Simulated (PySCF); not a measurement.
Two species compared at the same levels of theory.

First species: C4H12N2OSi.
SMILES with atom numbers: `[NH2:1][SiH:2]([NH2:3])[C@@H:4]1[CH2:5][CH2:6][CH2:7][O:8]1` (hydrogens: H9, H10 on N1; H11 on Si2; H12, H13 on N3; H14 on C4; H15, H16 on C5; H17, H18 on C6; H19, H20 on C7)

Second species: C₉H₉PSi.
SMILES: `[SiH3]c1ccpc2ccccc12`

Levels: PBE0/pcSseg-1 for HOMO energy, LUMO energy and HOMO–LUMO gap. Geometries: GFN2-xTB. All species are isolated and taken at one optimised geometry, non-relativistic unless stated. Electronic properties by PySCF.

Values for the first species:

| Property | Result |
| --- | --- |
| HOMO energy | -6.98 eV |
| LUMO energy | 1.25 eV |
| HOMO–LUMO gap | 8.23 eV |

(1) Estimate the same properties for the second species, and the change in each.

Results:

(1) 
```csv
property,first,second,second less first
HOMO energy,-6.98 eV,-6.50 eV,+0.48 eV
LUMO energy,1.25 eV,-2.16 eV,-3.41 eV
HOMO–LUMO gap,8.23 eV,4.34 eV,-3.89 eV
```

One conformer stands for the species.
